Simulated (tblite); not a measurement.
Species: C7H7S (doublet state).
Atom-mapped SMILES: `[CH3:1][S:2][c:3]1[c:4][cH:5][cH:6][cH:7][cH:8]1` (hydrogens: H9, H10, H11 on C1; H12 on C5; H13 on C6; H14 on C7; H15 on C8)
Bond orders are those of one Lewis drawing.

Computed with GFN2-xTB (tblite), gas phase: L-BFGS steps from a force-field or distance-geometry start until the largest atomic force falls under 0.01 eV/Å.

Step 10: E = -589.9890 eV
```
atom  x, y, z in Å  |  force x, y, z in eV/Å
C1     -2.9519    0.2769   -0.0556    0.052  -0.045   0.002
S2     -1.9075   -1.2095   -0.0777   -0.006   0.004  -0.003
C3     -0.2896   -0.5138    0.0442    0.037  -0.011   0.010
C4     -0.0283    0.8246    0.1246   -0.005   0.005  -0.003
C5      1.2141    1.3725    0.2200   -0.021  -0.023  -0.003
C6      2.3072    0.5046    0.2371   -0.010  -0.038  -0.003
C7      2.0885   -0.8621    0.1584    0.007  -0.006  -0.008
C8      0.8112   -1.3804    0.0633    0.046  -0.001   0.008
H9     -2.8055    0.8155    0.8753    0.038   0.002   0.013
H10    -2.7151    0.9071   -0.9073    0.035  -0.005  -0.005
H11    -3.9721   -0.0855   -0.1249   -0.035   0.042  -0.005
H12     1.3644    2.4402    0.2803   -0.023  -0.004   0.000
H13     3.3106    0.9035    0.3116   -0.085  -0.026  -0.007
H14     2.9324   -1.5387    0.1691   -0.033   0.022   0.006
H15     0.6373   -2.4470    0.0049    0.003   0.084  -0.003
```

Step 11: E = -589.9898 eV
```
atom  x, y, z in Å  |  force x, y, z in eV/Å
C1     -2.9468    0.2759   -0.0551    0.031  -0.032   0.000
S2     -1.9048   -1.2113   -0.0777   -0.044  -0.001  -0.003
C3     -0.2903   -0.5137    0.0446    0.050   0.007   0.007
C4     -0.0310    0.8251    0.1242   -0.014   0.004   0.003
C5      1.2110    1.3730    0.2207   -0.007  -0.015  -0.014
C6      2.3035    0.5043    0.2365    0.009  -0.047   0.003
C7      2.0879   -0.8629    0.1579    0.000   0.017   0.000
C8      0.8103   -1.3794    0.0634    0.056  -0.019   0.003
H9     -2.8007    0.8163    0.8748    0.041  -0.009   0.022
H10    -2.7105    0.9072   -0.9060    0.042  -0.010  -0.017
H11    -3.9673   -0.0852   -0.1249   -0.045   0.042  -0.002
H12     1.3613    2.4412    0.2800   -0.021  -0.020   0.002
H13     3.3063    0.9022    0.3109   -0.056  -0.004  -0.004
H14     2.9319   -1.5401    0.1701   -0.045   0.041   0.002
H15     0.6346   -2.4447    0.0040    0.003   0.047  -0.002
```

Problem. Estimate the geometry and energy of step 12. (The exact step hangs on the optimiser's Hessian estimate; all steps are aligned on step 11, rigid shifts and turns removed.)

Solution. E = -589.9904 eV, largest force 0.058 eV/Å
```
atom  x, y, z in Å  |  force x, y, z in eV/Å
C1     -2.9425    0.2748   -0.0547    0.002  -0.005  -0.001
S2     -1.9033   -1.2127   -0.0777   -0.046  -0.009  -0.002
C3     -0.2900   -0.5136    0.0450    0.029   0.005   0.003
C4     -0.0332    0.8254    0.1239   -0.008   0.013   0.008
C5      1.2087    1.3731    0.2210   -0.009  -0.020  -0.020
C6      2.3005    0.5035    0.2361    0.013  -0.009   0.007
C7      2.0874   -0.8633    0.1575    0.001   0.012   0.005
C8      0.8104   -1.3786    0.0636    0.030  -0.024  -0.001
H9     -2.7962    0.8167    0.8747    0.040  -0.021   0.019
H10    -2.7061    0.9070   -0.9052    0.044  -0.017  -0.018
H11    -3.9642   -0.0841   -0.1250   -0.036   0.045   0.002
H12     1.3586    2.4414    0.2798   -0.014  -0.023   0.004
H13     3.3021    0.9011    0.3103   -0.015   0.016  -0.001
H14     2.9309   -1.5406    0.1709   -0.033   0.039  -0.001
H15     0.6326   -2.4422    0.0033    0.003  -0.001  -0.001
```

The energy changes by -0.0006 eV. The first-order estimate −F·Δx gives -0.0008 eV and the mean of the old and new forces, exact on a quadratic surface, -0.0006 eV. The step makes an angle of 66° with the force vector and moves no atom by more than 0.004 Å.

What follows is the cost of the whole relaxation. Hardware: Arm Neoverse V1, one thread, shared host with 32 logical CPUs at a one-minute load of 9.4. Cost: 0.21 s.
